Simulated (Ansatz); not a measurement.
A run for Ansatz (a first-principles code): R-CCSD(T)/def2-TZVPP on BCl3 (SMILES ClB(Cl)Cl).

Ansatz 0.2 input:
```yaml
crystal:
  periodic: [false, false, false]
  atoms:
    - {symbol: B, position_ang: [0.00005353, 0.00007676, -0.00003925]}
    - {symbol: Cl, position_ang: [-1.15366427, 1.29805131, -0.17333608]}
    - {symbol: Cl, position_ang: [0.24957733, -1.12629905, -1.30960185]}
    - {symbol: Cl, position_ang: [0.90393341, -0.17182901, 1.48297718]}
basis:
  gaussian:
    orbitals: def2-TZVPP
magnetization: {spin_polarized: false}
correlation: {method: ccsd_t, electrons: outside_noble_gas}
scf: {lower_state_search: off}
```

The log:

```
WARN ansatz: RAYON_NUM_THREADS=4 ignored (pool sized by the plan → 4); use --threads N
Functional definition: HF
these checks for a lower state are left out or cut short: stability, starts, cluster_reference, orbital_swaps, neighbouring_geometries, increment
integrals: 0.39 GiB planned
955 factors; integrals over basis functions are off by at most 4.2e-4 eV
mean field: 0.57 GiB planned
mean field evaluation 1: about -38185.7080 eV, gradient 1.9e1 eV
mean field evaluation 2: about -38185.8855 eV, gradient 2.0e1 eV
mean field evaluation 4: about -38187.1388 eV, gradient 2.4e0 eV
mean field evaluation 8: about -38187.1688 eV, gradient 1.4e-1 eV
mean field -38187.16895830 eV, -1403.3525750247 hartree, gradient 1.4e-6 eV, S^2 0.000000; 0 other end points of the search recorded, 0 dependent functions left out
16 core orbitals not correlated
reference -38187.16895830 eV, -1403.3525750247 hartree; 12, 12 occupied and 129, 129 virtual orbitals, 955 factors
second order -17.98643280 eV of doubles, -0.00000000 eV of singles
coupled cluster: 1.00 GiB planned
cycle   1  -18.73577899 eV  change   -7.5e-1 eV  update   8.8e-2
cycle   2  -19.12441390 eV  change   -3.9e-1 eV  update   2.4e-2
cycle   3  -19.21145187 eV  change   -8.7e-2 eV  update   1.3e-2
cycle   4  -19.20118847 eV  change    1.0e-2 eV  update   3.5e-3
cycle   5  -19.20021981 eV  change    9.7e-4 eV  update   1.3e-3
cycle   6  -19.20010636 eV  change    1.1e-4 eV  update   3.2e-4
cycle   7  -19.20005254 eV  change    5.4e-5 eV  update   8.4e-5
cycle   8  -19.20008714 eV  change   -3.5e-5 eV  update   1.9e-5
cycle   9  -19.20008932 eV  change   -2.2e-6 eV  update   5.1e-6
perturbative correction -0.88894996 eV, -0.0326683084 hartree
Total energy: -38207.25799758 eV, -1404.0908336014 hartree
Checks for a lower state left out: stability, starts, cluster_reference, orbital_swaps, neighbouring_geometries, increment
```

The run converged.

Cost: around 30 core-seconds (rough).
